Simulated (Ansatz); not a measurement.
Reaction (cleavage of the Al–Si bond): `[AlH2][SiH]([SiH3])[SiH3]` + `F/C=C\S` → `F/C=C/[S][AlH2]` + `[SiH3][SiH2][SiH3]`

Program: Ansatz. Geometries: PBE0-D4/def2-TZVP. ΔE: electronic, gas phase. CCSD(T)/CBS adds triple-zeta CCSD(T) − MP2 to the extrapolated MP2 energy (def2 sets, frozen cores). Double bonds are as drawn, so ΔE can hold a change between cis and trans. Functionals use def2-TZVPP. Each species was taken in one conformer, which may not be the lowest.

CCSD(T)/CBS gives -0.86 eV.

(1) Another level gave -0.96 eV. Which?
A. MP2/def2-TZVPP
B. PBE0/def2-TZVPP
C. PBE-D4/def2-TZVPP
D. r2SCAN-D4/def2-TZVPP

Largest T1 diagnostic among the species: 0.014.

Answers

(1) A. MP2/def2-TZVPP -0.96, PBE0 -0.82, PBE-D4 -0.78, r2SCAN-D4 -0.89 eV.

From PBE to PBE0 (25 % exact exchange), in def2-TZVPP and without D4, ΔE moves by −0.04 eV.
